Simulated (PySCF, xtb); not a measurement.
C₄H₄, SMILES C=C=C=C.

Harmonic wavenumbers (cm⁻¹) from GFN2-xTB (xtb 6.7.1) at its own minimum, in rising order: 202, 224, 253, 483, 742, 825, 849, 945, 948, 1008, 1368, 1408, 1713, 2202, 3070, 3070, 3078, 3079.

**Question.** What does B3LYP-D3(BJ)/def2-SVP in PySCF give at its own minimum? (Estimate from the structure and the level; the computed values follow.)

**Answer.** 223, 239, 366, 592, 767, 876, 880, 909, 1003, 1018, 1377, 1441, 1698, 2216, 3114, 3116, 3202, 3203. Paired by order, the mean absolute difference is 49 cm⁻¹ and the zero-point energies are 36.4 and 37.5 kcal/mol.
